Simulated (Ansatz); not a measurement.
Computed with Ansatz on PBE0-D4/def2-TZVP structures; ΔE is electronic, products minus reactants. CCSD(T)/CBS adds triple-zeta CCSD(T) − MP2 to the extrapolated MP2 energy (def2 sets, frozen cores). Functionals use def2-TZVPP. B3LYP here is the variant with VWN-RPA as its local correlation; programs differ in this. For Ge outer-core shells are correlated without core-valence functions, which leaves a few kJ/mol of doubt a bond. Scalar relativity is left out up to krypton. One conformer a species, not always the lowest.

Reaction (redistribution): `C#[C][GeH2][CH3]` + `B[O][GeH3]` → `B[O][GeH2][CH3]` + `C#[C][GeH3]`

```csv
level,ΔE (kJ/mol)
ωB97X-V,-4.1
ωB97M-V,-4.3
PBE,-3.6
r2SCAN,-4.5
PBE0,-3.6
B3LYP,-2.9
MP2/def2-QZVPP,-3.5
SCS-MP2/def2-QZVPP,-3.0
```

What does CCSD(T)/CBS give? (Estimate.)

Ansatz gave: -4.7 kJ/mol. The listed levels differ from it by 0.6, 0.4, 1.1, 0.2, 1.1, 1.8, 1.2, 1.7 kJ/mol.

Largest T1 diagnostic among the species: 0.013.
